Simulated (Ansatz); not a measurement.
Reaction (formal exchange of groups at a Ge–F bond): `B[CH2][GeH2][F]` + SiH₄ → `B[CH2][GeH2][SiH3]` + H–F

Program: Ansatz. Geometries: PBE0-D4/def2-TZVP. ΔE: electronic, gas phase. CCSD(T)/CBS is the MP2 limit (def2-TZVPP, def2-QZVPP) plus CCSD(T) − MP2 in def2-TZVPP, frozen cores. This one scheme is used for every species. DFT in def2-TZVPP. For Ge outer-core shells are correlated without core-valence functions, which leaves a few kJ/mol of doubt a bond. Scalar relativity is left out up to krypton. Each species was taken in one conformer, which may not be the lowest.

`B[CH2][GeH2][F]`:

```xyz
10

B    -0.437   -1.397    0.678
C     0.166    0.007    0.805
Ge    0.154    0.853   -0.968
F     0.858    2.426   -0.699
H     0.253   -2.335    0.399
H    -1.618   -1.567    0.787
H     1.225    0.035    1.078
H    -0.410    0.708    1.414
H    -1.258    1.115   -1.510
H     1.067    0.155   -1.984
```

SiH₄:

Cartesian coordinates in Å:
```
Si 0.000 0.000 0.000
H 0.097 1.369 0.566
H 0.959 -0.139 -1.124
H -1.380 -0.235 -0.495
H 0.324 -0.995 1.053
```

`B[CH2][GeH2][SiH3]`:

Cartesian coordinates in Å:
```
B -0.393 0.324 -1.589
C 0.970 0.866 -1.203
Ge 0.977 -0.134 0.555
Si -1.182 -0.663 1.434
H -1.392 0.914 -1.280
H -0.499 -0.752 -2.110
H 1.854 0.500 -1.724
H 1.057 1.918 -0.937
H 1.692 0.782 1.564
H 1.797 -1.421 0.362
H -1.940 0.585 1.705
H -0.984 -1.391 2.717
H -1.957 -1.526 0.507
```

H–F:

```xyz
2

F    -0.259    0.150    0.349
H     0.259   -0.150   -0.349
```

```csv
level,ΔE (kJ/mol),difference from CCSD(T)/CBS
r2SCAN-D4,44.1,5.9
ωB97X-V,54.4,16.2
B2PLYP,57.6,19.4
PBE0,37.0,-1.2
HF/def2-TZVPP,92.0,53.8
SCS-MP2/def2-TZVPP,55.8,17.6
CCSD/def2-TZVPP,48.9,10.7
CCSD(T)/def2-TZVPP,43.1,4.9
HF/def2-QZVPP,94.5,56.3
MP2/CBS(def2),37.1,-1.1
CCSD(T)/CBS,38.2,0
```

Largest T1 diagnostic among the species: 0.012.

In def2-TZVPP, CCSD(T) changes the Hartree–Fock value by −48.9 kJ/mol (the triples alone add −5.8 kJ/mol) and MP2 by −50.0 kJ/mol. The D4 term adds −12.5 kJ/mol with B3LYP and −6.9 kJ/mol with PBE0; it sums over pairs of atoms, weighted by their polarisabilities, and B3LYP, whose exchange is more repulsive, gets the larger term.

B3LYP here is the variant with VWN-RPA as its local correlation; programs differ in this.
